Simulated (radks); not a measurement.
The numbers below are computed, except where a source is named.
Ionisation of F3+, [He] 2s2 2p2, to F4+, [He] 2s2 2p1, under several functionals. Non-relativistic Kohn-Sham, spin-polarised, spherical densities, point nucleus; open shells are filled with parallel spins first; a radial shooting solver on a logarithmic mesh with Libxc functionals.

| functional | E(F3+) (hartree) | Exc (hartree) | IE (eV) | -e(HOMO) (eV) | <r> HOMO (bohr) | IE error (eV) |
|---|---|---|---|---|---|---|
| exchange-only B88 | -95.29992 | -8.38176 | 87.078 | 74.361 | 0.8181 | -0.097 |
| r2SCAN | -95.43947 | -8.52664 | 88.326 | 75.945 | 0.8181 | +1.151 |
| Wu-Cohen GGA | -95.26808 | -8.34529 | 87.851 | 75.119 | 0.8180 | +0.676 |
| LDA (Slater exchange, VWN5 correlation) | -94.83737 | -7.89273 | 87.857 | 75.123 | 0.8179 | +0.682 |
| TPSS | -95.50451 | -8.59479 | 87.979 | 75.342 | 0.8192 | +0.804 |

NIST Atomic Spectra Database: 87.18 eV (semi-empirical). Closest: exchange-only B88. The Delta-SCF values span 1.25 eV, the total energies 0.67 hartree. The highest occupied level is 2p. Open shells are spherical and high-spin; term and fine-structure splittings are not resolved.
